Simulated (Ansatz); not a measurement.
Basis-set extrapolation for CCl3NSi, SMILES `N#C[Si](Cl)(Cl)Cl` (PBE0-D4/def2-TZVP geometry, frozen core, the Gaussian-basis code of Ansatz). Multiplicity 1, RHF reference.

|  | def2-TZVPP | def2-QZVPP |
| --- | --- | --- |
| HF | -1759.997667 | -1760.048171 |
| MP2 correlation | -1.005036 | -1.095911 |
| CCSD(T) correlation | -1.100327 | not run |

Energies in hartree. Use E(X) = E(∞) + A·exp(−7.88·√X) for Hartree–Fock and E(X) = E(∞) + B·X^(−2.97) for correlation, with X = 3 and 4, and add CCSD(T) minus MP2 of the smaller set to the MP2 limit.

Q: What is the CCSD(T) energy at the basis-set limit?

A: HF limit: -1760.048171 + (-0.050504) × 0.13774 = -1760.05513. MP2 limit: -1.095911 + (-0.090875) × 0.74074 = -1.16323. Higher-order term: -1.100327 − (-1.005036) = -0.09529. Total: -1761.31365 hartree, 135.3 kcal/mol below CCSD(T)/def2-TZVPP.
